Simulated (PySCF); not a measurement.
Cl₂OTi, charge -1, doublet, geometry from GFN2-xTB (such geometries of metal compounds can be far from the true shape) (the multiplicity is a formal guess). Base run: B3LYP/6-31G (PySCF).

Input for PySCF:
```python
from pyscf import gto, scf, dft, solvent

mol = gto.M(
    atom='''
Ti   -0.238088    0.181788   -0.170106
Cl    1.702536   -0.103713   -1.113709
Cl   -0.760536   -0.615537    1.786738
O    -1.347009    1.028489   -0.962395
''',
    basis='6-31g',
    charge=-1,
    spin=1,
    verbose=4,
)

mf = dft.UKS(mol)
mf.xc = 'b3lyp'
mf.kernel()
mf.analyze()
```

Each row names what was changed in the base input (with any setting that the change needs).

| change | ΔE vs base (kJ/mol) |
|---|---|
| base | 0.00 |
| model = IEF-PCM; solvent = toluene; vdw_scale = 1.0 | -134.2 |
| model = IEF-PCM; solvent = toluene; lebedev_order = 41 | -126.2 |
| model = SS(V)PE; solvent = toluene | -124.2 |
| model = IEF-PCM; solvent = water | -218.1 |
| model = C-PCM; solvent = toluene | -127.3 |
| model = COSMO; solvent = toluene | -105.1 |
| model = IEF-PCM; solvent = toluene; vdw_scale = 1.1 | -130.8 |
| model = IEF-PCM; solvent = toluene; r_probe = 0.5 | -110.5 |
| model = IEF-PCM; solvent = toluene | -126.0 |
| model = IEF-PCM; solvent = toluene; lebedev_order = 11 | -124.5 |
| model = IEF-PCM; solvent = toluene; vdw_scale = 1.4 | -115.5 |

The base is the gas phase, so ΔE is the electrostatic part of solvation at a fixed geometry, without cavity and dispersion terms.

Open shells are given as the SCF converged; they aren't shown to be the lowest states, and a large step between rows can be another state.

The gas-phase anion may not be bound at this level, which the solvent then changes.
